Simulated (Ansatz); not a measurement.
## Ligand exchange: InH2(CH3) + C2H4S → InH2(SH) + C3H6

Species: InH2(CH3), singlet; C2H4S `C=CS`, singlet; InH2(SH), singlet; C3H6 (propene) `C=CC`, singlet. The partners trade CH3 for SH: In–CH3 and C–SH bonds give way to In–SH and C–CH3.

Shapes, held fixed at every level: PBE0-D4/def2-TZVP. Flexible molecules stand in one conformer, not always the lowest. Programs: Ansatz 0.2.0. Electronic energies: no zero-point or thermal term.

Estimate ΔE of this reaction.

The highest level, CCSD(T)/def2-TZVPP, gives ΔE = -131.5 kJ/mol; the levels span -134.0 to -126.6. The column of differences is taken from that level and isn't an error. No measured value is set beside it here. For atoms past krypton def2 sets carry core potentials with scalar relativity. Outer-core shells of In are correlated in most correlated rows, in sets that cover them unevenly.

| level | kind | ΔE (kJ/mol) | less CCSD(T)/def2-TZVPP |
| --- | --- | --- | --- |
| PBE-D4/def2-TZVPP | GGA | -126.6 | +4.9 |
| PBE0-D4/def2-TZVPP | global hybrid | -132.5 | -1.0 |
| wB97M-V/def2-TZVPP | range-separated hybrid | -131.9 | -0.4 |
| wB97X-V/def2-TZVPP | range-separated hybrid | -132.3 | -0.8 |
| B2PLYP/def2-TZVPP | double hybrid | -133.1 | -1.6 |
| MP2/def2-TZVPP | perturbation theory | -130.4 | +1.1 |
| CCSD/def2-TZVPP | coupled cluster or CI | -134.0 | -2.5 |
| CCSD(T)/def2-TZVPP | coupled cluster or CI | -131.5 | 0.0 |
